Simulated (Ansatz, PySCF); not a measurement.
Energy difference R1 + R2 → P1 + P2, each structure at its B3LYP-D3(BJ)/def2-TZVP stationary point, reached from a drawn start (curvature not checked).
R1, SiH4 (SMILES [SiH4]) (charge 0, multiplicity 1):
```json
[
 {"atom": "Si", "x (Å)": "0.0000", "y (Å)": "0.0000", "z (Å)": "0.0000"},
 {"atom": "H", "x (Å)": "-0.1692", "y (Å)": "1.2234", "z (Å)": "-0.8159"},
 {"atom": "H", "x (Å)": "-0.7439", "y (Å)": "0.1479", "z (Å)": "1.2712"},
 {"atom": "H", "x (Å)": "1.4370", "y (Å)": "-0.2047", "z (Å)": "0.2902"},
 {"atom": "H", "x (Å)": "-0.5239", "y (Å)": "-1.1666", "z (Å)": "-0.7455"}
]
```
P1: Si2H6 (SMILES [SiH3][SiH3]), charge 0, multiplicity 1.
R2, BrH3Si (SMILES [SiH3]Br) (charge 0, multiplicity 1, Z-matrix in Å and degrees):
```
Si
H 1 1.4755
H 1 1.4755 2 110.59
H 1 1.4755 2 110.59 3 122.86
Br 1 2.2354 2 108.33 4 118.57
```
P2: HBr (SMILES Br), charge 0, multiplicity 1.

P less R. No zero-point or thermal terms; no spin–orbit coupling.

Frozen-core correlation throughout. In cc and def2 sets filled d and f shells under p-block atoms count as core. CBS: X⁻³ extrapolation of the correlation energy, Hartree–Fock from the larger set.

Run with Ansatz (a program for electronic structure); PySCF for the D3/D4 terms. All values are computed, each at the level named.

| level | reaction energy (kcal/mol) |
|---|---|
| HF/def2-SVP | 24.00 |
| r2SCAN-D4/def2-TZVPP | 20.20 |
| CAM-B3LYP-D4/def2-TZVPP | 21.14 |
| wB97X-V/def2-TZVPP | 20.87 |
| wB97M-V/def2-TZVPP | 22.17 |
| B2PLYP-D4/def2-TZVPP | 21.67 |
| MP2/def2-SVP | 21.45 |
| MP2/CBS(def2-TZVPP, def2-QZVPP) | 23.56 |
| CCSD/def2-TZVPP | ___ |

Problem. Complete the blanks.

Solution. 
- CCSD/def2-TZVPP, reaction energy (kcal/mol): 20.96
